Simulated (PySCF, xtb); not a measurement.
C5H5Cl, SMILES C#C/C(C)=C/Cl.

Harmonic wavenumbers (cm⁻¹) from GFN2-xTB (xtb) at its own minimum, in rising order: 74, 133, 142, 224, 323, 406, 455, 472, 649, 666, 778, 780, 861, 1017, 1039, 1176, 1275, 1394, 1462, 1469, 1646, 2252, 3011, 3025, 3061, 3083, 3395.

Question: What does PBE-D3(BJ)/def2-SVP in PySCF give at its own minimum? (The exact figures need the calculation; the answer reports its results.)

Answer: 110, 146, 155, 244, 353, 421, 518, 530, 605, 659, 779, 801, 855, 983, 1006, 1168, 1280, 1340, 1398, 1403, 1604, 2141, 2978, 3056, 3100, 3152, 3407. Paired by order, the mean absolute difference is 34 cm⁻¹ and the zero-point energies are 49.0 and 48.9 kcal/mol.
